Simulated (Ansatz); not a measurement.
Cartesian coordinates in Å:
```
C 0.3884 -1.6073 -0.3646
B -0.6447 -0.4968 0.0616
C -0.3067 0.9981 -0.0034
N 0.3189 1.9211 0.6808
Se -1.1612 1.1037 -1.5929
H -0.1040 -2.4303 -0.8881
H 0.8327 -2.0426 0.5406
H 1.2021 -1.2362 -0.9912
H -1.6515 -0.7838 0.6480
H 0.7518 1.7022 1.5637
H 0.3743 2.8718 0.3454
```

Total charge 0; spin multiplicity 1.

**Question.** List the PBE0/def2-TZVPP orbital energies in eV (the Gaussian-basis code of Ansatz). (Estimate.)

**Answer.** The calculation gave: Occupied: -12360.91, -1583.71, -1420.74, -1420.69, -1420.68, -393.37, -280.59, -277.16, -214.13, -184.08, -157.71, -157.53, -157.52, -57.71, -57.63, -57.62, -57.47, -57.47, -27.26, -21.13, -19.09, -17.35, -16.31, -14.17, -11.93, -11.26, -10.84, -10.51, -9.03, -8.69, -6.67, -6.64. Lowest empty: -1.20, -0.04, 0.59, 1.37, 1.81, 2.36, 2.65, 2.90.
